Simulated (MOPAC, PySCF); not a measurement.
H3In, SMILES `[InH3]`, neutral singlet in the gas phase. 

Z-matrix (Å, degrees):
```
In
H 1 1.7364
H 1 1.7364 2 119.99
H 1 1.7364 2 120.00 3 179.99
```
Charge 0, spin multiplicity 1.

All levels are single points at this geometry (PBE-D3(BJ)/def2-TZVP); Pople sets use spherical d functions. Orbital energies aren't observables, and empty levels follow the basis.

M06-2X/6-31G* (LANL2DZ on In) in PySCF gives HOMO (eV) = -9.33.

Task: Estimate the HOMO (eV) from each of these levels: PBE-D3(BJ)/def2-TZVP in PySCF; B3LYP/6-311+G** (LANL2DZ on In) in PySCF; B3LYP/6-31G* (LANL2DZ on In) in PySCF; B3LYP/LANL2DZ in PySCF; PBE/6-31G* (LANL2DZ on In) in PySCF; HF/6-31G* (LANL2DZ on In) in PySCF; AM1 in MOPAC; PM6 in MOPAC.

Result: 
```csv
level,HOMO (eV)
PBE-D3(BJ)/def2-TZVP in PySCF,-6.99
B3LYP/6-311+G** (LANL2DZ on In) in PySCF,-8.03
B3LYP/6-31G* (LANL2DZ on In) in PySCF,-8.14
B3LYP/LANL2DZ in PySCF,-8.09
PBE/6-31G* (LANL2DZ on In) in PySCF,-7.15
HF/6-31G* (LANL2DZ on In) in PySCF,-11.15
AM1 in MOPAC,-10.77
PM6 in MOPAC,-11.35
```
